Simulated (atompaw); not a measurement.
What one change does to a pseudopotential (boron, PAW (atompaw))

```json
{"Element": "boron (B)", "Generator": "atompaw 4.2.0.5", "Type": "PAW", "Functional": "LDA (PW92)", "Relativity": "scalar-relativistic", "Frozen core": "none", "Valence charge": "5", "Reference configuration": "1s2 2s2 2p0.5 (charge +0.5)", "Partial waves": "1s (bound): rc 0.45 bohr; 2s (bound): rc 3.00 bohr; 2p (bound): rc 3.00 bohr; 2p channel at 0.2 Ry: rc 3.00 bohr; 3d channel at 0.15 Ry: rc 3.00 bohr; 3d channel at 2.7 Ry: rc 3.00 bohr", "Local potential": "bessel scheme, radius 2.80 bohr", "Core correction": "none", "Augmentation charge": "sinc compensation charge, radius 2.35 bohr; PAW radius 3.00 bohr; waves and projectors: custom rrkj gramschmidtortho"}
```

Change: all radii scaled by about 1.27 (s 0.58, p 3.80, d 3.80 bohr); local potential bessel scheme, radius 3.54 bohr; augmentation sinc compensation charge, radius 2.98 bohr; PAW radius 3.80 bohr; waves and projectors: custom rrkj gramschmidtortho.

Cutoffs: the cutoffs (Ry, on a coarse ladder) from which the occupation-weighted sum of valence levels, in a spherical-Bessel basis at the reference potential, stays within 10 and 1 mRy of its value at 400 Ry; they do not see the model core or the augmentation charge, which bear on the density cutoff.

Question: What does the change do?

Answer: The potential gets softer (260 Ry and 300 Ry → 160 Ry and 260 Ry); neither file shows a bound ghost. A larger radius leaves more room for a smooth pseudo-wave, so fewer plane waves are needed.

| quantity | base | changed |
| --- | --- | --- |
| cutoff, loose | 260 Ry | 160 Ry |
| cutoff, tight | 300 Ry | 260 Ry |
| loose cutoff by channel (10 mRy a level) | s 230 Ry, p 6 Ry | s 140 Ry, p 6 Ry |
| bound ghosts | none | none |
| lowest overlap eigenvalue by channel | s 0.74, p 0.25, d 0.76 | s 1.00, p 0.84, d 0.92 |

 The cutoffs see the waves, projectors and local potential, not the compensation charge or the core.
